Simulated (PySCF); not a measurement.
## Magnetisability: `FC(O/C(=C/C(F)F)Br)F`, C₄H₃BrF₄O

Cartesian coordinates in Å; atom numbers follow the order of the lines, from 1:
```xyz
13

F     2.159   -1.554   -1.402
C     2.006   -0.626   -0.432
F     2.548   -1.167    0.690
C     0.554   -0.345   -0.208
C     0.021    0.869   -0.150
Br    0.986    2.465   -0.391
O    -1.276    1.193    0.087
C    -2.126    0.243    0.578
F    -3.250    0.863    0.927
F    -2.451   -0.663   -0.367
H     2.602    0.258   -0.703
H    -0.055   -1.231   -0.097
H    -1.723   -0.305    1.450
```

Level of theory: GIAO B3LYP/pcSseg-1 magnetisability, rotational g tensor and spin-rotation constants, non-relativistic, gas phase in PySCF. Geometry: GFN2-xTB.

The calculation is non-relativistic, which matters for the atoms heavier than Zn.

How diamagnetic is it, and how anisotropic?

Isotropic -1477 × 10⁻³⁰ J/T², or -88.9 × 10⁻⁶ cm³/mol; principal values -1530, -1469, -1431 × 10⁻³⁰ J/T², anisotropy 87 × 10⁻³⁰ J/T² (root of half the summed squared differences of the principal values). The susceptibility is in cgs units.

Split it along the inertial axes a, b, c into diamagnetic and paramagnetic parts about the centre of mass, with the quadrupole moment.


| axis | χ (10⁻⁶ cm³/mol) | diamagnetic (10⁻⁶ cm³/mol) | paramagnetic (10⁻⁶ cm³/mol) | summed x² of all electrons (Å²) | quadrupole Θ (D Å) |
| --- | --- | --- | --- | --- | --- |
| a | -86.2 | -1207.7 | 1121.4 | 384.6 | -5.35 |
| b | -89.4 | -1817.6 | 1728.1 | 240.9 | +3.26 |
| c | -91.2 | -2653.8 | 2562.6 | 43.8 | +2.09 |

Anisotropies 2χaa − χbb − χcc = +8.1 and 2χbb − χaa − χcc = -1.5 × 10⁻⁶ cm³/mol. Θ is traceless in Buckingham's convention.

And the rotational g tensor?


```
axis  rotational constant (GHz)        g  nuclear part  electronic part
   a                     0.9245  -0.0152        0.4718          -0.4870
   b                     0.6151  -0.0107        0.4887          -0.4994
   c                     0.4051  -0.0066        0.4811          -0.4877
```
Asymmetric top; isotopes 79Br, 12C, 19F, 1H, 16O; no vibrational averaging.
